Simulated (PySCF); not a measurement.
SMILES C/C=C\F, B3LYP/def2-SVP optimised geometry.

```
9

C      1.13     0.64     0.00
C      0.27    -0.58     0.00
C     -1.07    -0.58     0.00
F     -1.79     0.55     0.00
H      1.79     0.66    -0.89
H      0.53     1.56     0.00
H      1.79     0.66     0.89
H      0.75    -1.56     0.00
H     -1.70    -1.47     0.00
```

Density from B3LYP/def2-TZVP in PySCF at that geometry.

Minimum of the electron density along straight lines between bonded atoms, close to the bond critical point (lines longer than 1.1 times the sum of covalent radii, or with two minima, are not listed):

| bond | length / Å | ρ at the minimum / e bohr⁻³ | ∇²ρ there / e bohr⁻⁵ | position (fraction from the first atom) |
|---|---|---|---|---|
| C1–C2 | 1.499 | 0.257 | … | 0.49 |
| C2–C3 | 1.332 | … | -1.10 | 0.48 |
| C3–F4 | 1.344 | 0.263 | … | 0.33 |
| C1–H5 | 1.104 | 0.271 | -0.90 | 0.64 |
| C1–H6 | 1.099 | 0.276 | -0.94 | 0.64 |
| C1–H7 | 1.104 | 0.271 | -0.90 | 0.64 |
| C2–H8 | 1.095 | 0.278 | -0.96 | 0.65 |
| C3–H9 | 1.094 | 0.287 | -1.04 | 0.66 |

**Question.** Some entries are withheld; supply them.

**Answer.** 
- C1–C2, ∇²ρ there / e bohr⁻⁵: -0.67
- C2–C3, ρ at the minimum / e bohr⁻³: 0.357
- C3–F4, ∇²ρ there / e bohr⁻⁵: -0.03
